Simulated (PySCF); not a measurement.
H$_{4}$AlO$_{4}$ (SMILES [OH][Al-]([OH])([OH])[OH]), charge -1, singlet, geometry from GFN2-xTB (such geometries of metal compounds can be far from the true shape) (in this run its highest filled SCF level lies above zero, so its values depend strongly on the basis, on diffuse functions most of all), with bond 3-2 at 1.6 times its length; PBE/STO-3G (PySCF).

The PySCF input:
```python
from pyscf import gto, scf, dft

mol = gto.Mole()
mol.atom = '''
    Al   -0.00000000   -0.00000000   -0.00000000
    O     1.60013122   -0.41861514   -0.56945509
    H     1.86275968   -0.41816466   -2.06194202
    O     0.11470341    0.26263230    1.72563179
    H     0.83851758    0.77410115    2.05963706
    O    -0.51994549    1.40745130   -0.89926369
    H    -1.43029173    1.66471842   -0.85289347
    O    -1.19488915   -1.25146846   -0.25691301
    H    -1.17249985   -2.02048599    0.29551583
'''
mol.basis = 'sto-3g'
mol.charge = -1
mol.verbose = 4
mol.build()

mf = dft.RKS(mol)
mf.xc = 'pbe'
mf.level_shift = 0.5
mf.max_cycle = 100
mf.kernel()
```

Output, abridged:

```
PySCF version 2.14.0

[INPUT] verbose = 4
[INPUT] num. atoms = 9
[INPUT] num. electrons = 50
[INPUT] charge = -1
[INPUT] spin (= nelec alpha-beta = 2S) = 0
[INPUT] symmetry False subgroup None
[INPUT] Mole.unit = angstrom
[INPUT] Symbol           X                Y                Z      unit          X                Y                Z       unit  Magmom
[INPUT]  1 Al     0.000000000000   0.000000000000   0.000000000000 AA    0.000000000000   0.000000000000   0.000000000000 Bohr   0.0
[INPUT]  2 O      1.600131220000  -0.418615140000  -0.569455090000 AA    3.023809769166  -0.791067966196  -1.076114160340 Bohr   0.0
[INPUT]  3 H      1.862759680000  -0.418164660000  -2.061942020000 AA    3.520105631082  -0.790216682372  -3.896505702532 Bohr   0.0
[INPUT]  4 O      0.114703410000   0.262632300000   1.725631790000 AA    0.216758030454   0.496303118465   3.260971474943 Bohr   0.0
[INPUT]  5 H      0.838517580000   0.774101150000   2.059637060000 AA    1.584568576833   1.462839166211   3.892149959404 Bohr   0.0
[INPUT]  6 O     -0.519945490000   1.407451300000  -0.899263690000 AA   -0.982554575803   2.659697490663  -1.699362087866 Bohr   0.0
[INPUT]  7 H     -1.430291730000   1.664718420000  -0.852893470000 AA   -2.702859647930   3.145861888319  -1.611735071730 Bohr   0.0
[INPUT]  8 O     -1.194889150000  -1.251468460000  -0.256913010000 AA   -2.258013242714  -2.364932642931  -0.485495226738 Bohr   0.0
[INPUT]  9 H     -1.172499850000  -2.020485990000   0.295515830000 AA   -2.215703597594  -3.818165159621   0.558443984174 Bohr   0.0

nuclear repulsion = 240.229142546947
number of shells = 21
number of NR pGTOs = 99
number of NR cGTOs = 33
basis = sto-3g
ecp = {}

******** <class 'pyscf.dft.rks.RKS'> ********
method = RKS
initial guess = minao
damping factor = 0
level_shift factor = 0.5
DIIS = <class 'pyscf.scf.diis.CDIIS'>
diis_start_cycle = 1
diis_space = 8
diis_damp = 0
SCF conv_tol = 1e-09
SCF conv_tol_grad = None
SCF max_cycles = 100
direct_scf = True
direct_scf_tol = 1e-13
XC library pyscf.dft.libxc version 7.1.2
    S. Lehtola, C. Steigemann, M. J. T. Oliveira, and M. A. L. Marques,  SoftwareX 7, 1–5 (2018)
XC functionals = pbe
    J. P. Perdew, K. Burke, and M. Ernzerhof,  Phys. Rev. Lett. 77, 3865 (1996)
    J. P. Perdew, K. Burke, and M. Ernzerhof,  Phys. Rev. Lett. 78, 1396 (1997)
    J. P. Perdew, K. Burke, and M. Ernzerhof,  Phys. Rev. Lett. 77, 3865 (1996)
    J. P. Perdew, K. Burke, and M. Ernzerhof,  Phys. Rev. Lett. 78, 1396 (1997)
radial grids:
    Treutler-Ahlrichs [JCP 102, 346 (1995); DOI:10.1063/1.469408] (M4) radial grids

becke partition: Becke, JCP 88, 2547 (1988); DOI:10.1063/1.454033
pruning grids: <function nwchem_prune>
grids dens level: 3
symmetrized grids: False
atomic radii adjust function: <function treutler_atomic_radii_adjust>
small_rho_cutoff = 0
Set gradient conv threshold to 3.16228e-05
Initial guess from minao.
tot grids = 114744
init E= -538.342757709062
  HOMO = -0.215567427394737  LUMO = 0.171676661208684  gap/eV = 10.53745
cycle= 1 E= -537.500130351162  delta_E= 0.843  |g|= 1.04  |ddm|= 3.55
  HOMO = 0.488815175585578  LUMO = 0.83395336092089  gap/eV = 9.39169
cycle= 2 E= -537.938352117159  delta_E= -0.438  |g|= 0.407  |ddm|= 1.99
  HOMO = 0.256720258143399  LUMO = 0.760491559385603  gap/eV = 13.70832
cycle= 3 E= -537.987127046958  delta_E= -0.0488  |g|= 0.161  |ddm|= 0.426
  HOMO = 0.219895801779839  LUMO = 0.797790160433044  gap/eV = 15.72531
cycle= 4 E= -537.993568249528  delta_E= -0.00644  |g|= 0.0873  |ddm|= 0.129
  HOMO = 0.218963058680394  LUMO = 0.795393510563754  gap/eV = 15.68547
cycle= 5 E= -537.995929275991  delta_E= -0.00236  |g|= 0.0429  |ddm|= 0.0649
  HOMO = 0.219209988347682  LUMO = 0.794308710175732  gap/eV = 15.64923
cycle= 6 E= -537.996450284088  delta_E= -0.000521  |g|= 0.0245  |ddm|= 0.0307
  HOMO = 0.218790843742158  LUMO = 0.794333904337972  gap/eV = 15.66132
cycle= 7 E= -537.996638129928  delta_E= -0.000188  |g|= 0.0145  |ddm|= 0.0182
  HOMO = 0.218603788794261  LUMO = 0.79515076544254  gap/eV = 15.68864
cycle= 8 E= -537.996710573754  delta_E= -7.24e-05  |g|= 0.00877  |ddm|= 0.0119
  HOMO = 0.218487878230375  LUMO = 0.795185166928441  gap/eV = 15.69273
cycle= 9 E= -537.996737806835  delta_E= -2.72e-05  |g|= 0.00577  |ddm|= 0.00785
  HOMO = 0.218622614018779  LUMO = 0.795192522687614  gap/eV = 15.68927
cycle= 10 E= -537.996750515621  delta_E= -1.27e-05  |g|= 0.00396  |ddm|= 0.00569
  HOMO = 0.218568125624134  LUMO = 0.795399875817333  gap/eV = 15.69639
cycle= 11 E= -537.996756981043  delta_E= -6.47e-06  |g|= 0.00283  |ddm|= 0.00429
  HOMO = 0.218509102950705  LUMO = 0.795378711435875  gap/eV = 15.69742
cycle= 12 E= -537.996760608383  delta_E= -3.63e-06  |g|= 0.00206  |ddm|= 0.00334
  HOMO = 0.218533161711408  LUMO = 0.795460185570618  gap/eV = 15.69898
cycle= 13 E= -537.996762689856  delta_E= -2.08e-06  |g|= 0.00154  |ddm|= 0.00262
  HOMO = 0.218521552073751  LUMO = 0.795464461877558  gap/eV = 15.69942
cycle= 14 E= -537.996763972959  delta_E= -1.28e-06  |g|= 0.00119  |ddm|= 0.00212
  HOMO = 0.218521231396299  LUMO = 0.795421797152358  gap/eV = 15.69826
cycle= 15 E= -537.996764812866  delta_E= -8.4e-07  |g|= 0.000938  |ddm|= 0.00177
  HOMO = 0.218498636197284  LUMO = 0.795494953803868  gap/eV = 15.70087
cycle= 16 E= -537.996765357554  delta_E= -5.45e-07  |g|= 0.000753  |ddm|= 0.00144
  HOMO = 0.218494435669047  LUMO = 0.79549729957075  gap/eV = 15.70105
cycle= 17 E= -537.996765728646  delta_E= -3.71e-07  |g|= 0.000609  |ddm|= 0.0012
  HOMO = 0.21849790975925  LUMO = 0.795494651804721  gap/eV = 15.70088
cycle= 18 E= -537.996765986731  delta_E= -2.58e-07  |g|= 0.000497  |ddm|= 0.00101
  HOMO = 0.218497192597843  LUMO = 0.795490248712873  gap/eV = 15.70078
cycle= 19 E= -537.996766169308  delta_E= -1.83e-07  |g|= 0.000409  |ddm|= 0.000858
  HOMO = 0.218494390095248  LUMO = 0.795495772695021  gap/eV = 15.70101
cycle= 20 E= -537.99676629729  delta_E= -1.28e-07  |g|= 0.000342  |ddm|= 0.000724
  HOMO = 0.218500249886419  LUMO = 0.795502177700252  gap/eV = 15.70102
cycle= 21 E= -537.996766388693  delta_E= -9.14e-08  |g|= 0.000285  |ddm|= 0.000614
  HOMO = 0.218491646563049  LUMO = 0.795501033924515  gap/eV = 15.70123
cycle= 22 E= -537.996766454822  delta_E= -6.61e-08  |g|= 0.000238  |ddm|= 0.000524
  HOMO = 0.218493476965194  LUMO = 0.795498224342714  gap/eV = 15.70110
cycle= 23 E= -537.99676650313  delta_E= -4.83e-08  |g|= 0.0002  |ddm|= 0.00045
  HOMO = 0.218492562992839  LUMO = 0.795498401238325  gap/eV = 15.70113
cycle= 24 E= -537.996766538091  delta_E= -3.5e-08  |g|= 0.000168  |ddm|= 0.000385
  HOMO = 0.218492394306136  LUMO = 0.795500092514931  gap/eV = 15.70118
cycle= 25 E= -537.996766563518  delta_E= -2.54e-08  |g|= 0.000142  |ddm|= 0.000329
  HOMO = 0.21849317952341  LUMO = 0.795500074303904  gap/eV = 15.70116
cycle= 26 E= -537.996766582214  delta_E= -1.87e-08  |g|= 0.00012  |ddm|= 0.000283
  HOMO = 0.218493349688459  LUMO = 0.795500534560528  gap/eV = 15.70117
cycle= 27 E= -537.996766595775  delta_E= -1.36e-08  |g|= 0.000103  |ddm|= 0.000243
  HOMO = 0.218492723779975  LUMO = 0.795500894032404  gap/eV = 15.70119
cycle= 28 E= -537.996766605895  delta_E= -1.01e-08  |g|= 8.69e-05  |ddm|= 0.000209
  HOMO = 0.218492539764998  LUMO = 0.795500579771706  gap/eV = 15.70119
cycle= 29 E= -537.99676661337  delta_E= -7.48e-09  |g|= 7.37e-05  |ddm|= 0.00018
  HOMO = 0.218492588297895  LUMO = 0.795500850794715  gap/eV = 15.70119
cycle= 30 E= -537.996766618858  delta_E= -5.49e-09  |g|= 6.29e-05  |ddm|= 0.000155
  HOMO = 0.218493015833033  LUMO = 0.795500697211983  gap/eV = 15.70118
cycle= 31 E= -537.996766622936  delta_E= -4.08e-09  |g|= 5.36e-05  |ddm|= 0.000134
  HOMO = 0.218492986349274  LUMO = 0.795500764615379  gap/eV = 15.70118
cycle= 32 E= -537.996766625948  delta_E= -3.01e-09  |g|= 4.61e-05  |ddm|= 0.000116
  HOMO = 0.218492665826247  LUMO = 0.795500394057569  gap/eV = 15.70118
cycle= 33 E= -537.996766628186  delta_E= -2.24e-09  |g|= 3.99e-05  |ddm|= 9.99e-05
  HOMO = 0.21849281260463  LUMO = 0.795500609900117  gap/eV = 15.70118
cycle= 34 E= -537.996766629853  delta_E= -1.67e-09  |g|= 3.42e-05  |ddm|= 8.62e-05
  HOMO = 0.218492647983859  LUMO = 0.795500572513939  gap/eV = 15.70119
cycle= 35 E= -537.996766631096  delta_E= -1.24e-09  |g|= 2.94e-05  |ddm|= 7.45e-05
  HOMO = 0.218492791316878  LUMO = 0.795500568393745  gap/eV = 15.70118
cycle= 36 E= -537.99676663202  delta_E= -9.24e-10  |g|= 2.52e-05  |ddm|= 6.44e-05
  HOMO = 0.218497711091564  LUMO = 0.295492899490689  gap/eV = 2.09515
Extra cycle  E= -537.996766634247  delta_E= -2.23e-09  |g|= 3.25e-05  |ddm|= 0.000454
converged SCF energy = -537.996766634247
```
